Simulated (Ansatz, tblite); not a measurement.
Breaking a bond: SMILES C[O][Ge]([O]C)([O]C)[O]C. The O1–C18 bond (O1 also carries Ge; C18 carries H, H, H) is pulled apart rigidly from the PBE0/def2-SVP optimised geometry. Each curve is given relative to its own lowest point near equilibrium.

```csv
R / Å,A,B,C,D
1.15,77.6,70.5,81.4,77.6
1.22,35.2,32.8,38.3,35.2
1.33,4.8,5.1,6.3,4.8
1.38,0.6,0.8,1.1,0.6
1.41,0.0,0.0,0.0,0.0
1.44,0.7,0.3,0.1,0.7
1.50,4.8,3.6,3.0,4.8
1.58,14.6,12.1,11.1,14.6
1.71,36.2,31.9,29.7,36.2
1.87,66.1,60.9,55.9,66.1
2.06,100.5,95.5,86.2,100.5
2.32,140.9,135.5,121.2,137.6
2.60,174.7,165.8,146.2,156.3
2.98,206.9,189.0,161.2,166.8
3.45,231.4,201.0,168.7,171.2
4.05,248.5,205.6,172.2,172.7
```

Energies in mEh.

Question: Which curve belongs to which method? The methods are GFN2-xTB, 300 K electronic temperature run with tblite; restricted PBE0/def2-SVP in Ansatz (a program for electronic structure); unrestricted PBE/def2-SVP (Ansatz); Ansatz with unrestricted PBE0/def2-SVP.

Answer: A is RKS-PBE0; B is GFN2-xTB; C is UKS-PBE; D is UKS-PBE0.

The unrestricted determinant behind UKS-PBE0 is spin-contaminated at 2.32 to 4.05 Å (<S²> up to 1.0, against 0.00 for a pure singlet). The restricted form behind RKS-PBE0 keeps the bonding electrons paired and can't separate into open-shell fragments. The unrestricted determinant behind UKS-PBE is spin-contaminated at 2.60 to 4.05 Å (<S²> up to 0.9, against 0.00 for a pure singlet).
